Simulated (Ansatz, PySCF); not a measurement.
CH3Cl2Sn (SMILES [CH3][Sn]([Cl])[Cl]), doublet, geometry from GFN2-xTB (such geometries of metal compounds can be far from the true shape) (the spin is typed, not shown lowest) (all electrons, no relativity). Base run: B3LYP5/STO-3G (PySCF).

Geometry (Å):
```xyz
7

Sn    -0.2599     0.1009     0.4196
C     -1.9257    -1.4560    -0.3525
H     -1.4177    -1.9407    -1.1761
H     -2.7810    -0.8778    -0.6752
H     -2.1610    -2.1423     0.4499
Cl     0.0193     1.6343    -1.4003
Cl     1.7988    -1.1253     0.3730
```
Charge 0, spin multiplicity 2.
Orbitals are unrestricted.
All else is at PySCF's defaults.

The same geometry, method and basis name were run in Ansatz (a first-principles code) and PySCF, at each program's defaults and at the settings that a row names. The base is PySCF at its defaults. Differences at the defaults can come from grids, fitting, cores and function types together.

```csv
code and settings,ΔE vs base (µEh),basis functions,E (Eh),SCF cycles,dipole (D)
"PySCF, defaults (exact integrals, its default grid, spherical functions)",0.0,53,-6914.85602,9,4.00
"Ansatz, defaults (factorised integrals, its default grid, spherical functions)",10.9,53,-6914.85601,-,-
"PySCF, fine grid",8.0,53,-6914.85601,9,4.00
"Ansatz, high accuracy",6.7,53,-6914.85601,-,-
```

Open shells are given as the SCF converged; they aren't shown to be the lowest states, and a large step between rows can be another state.
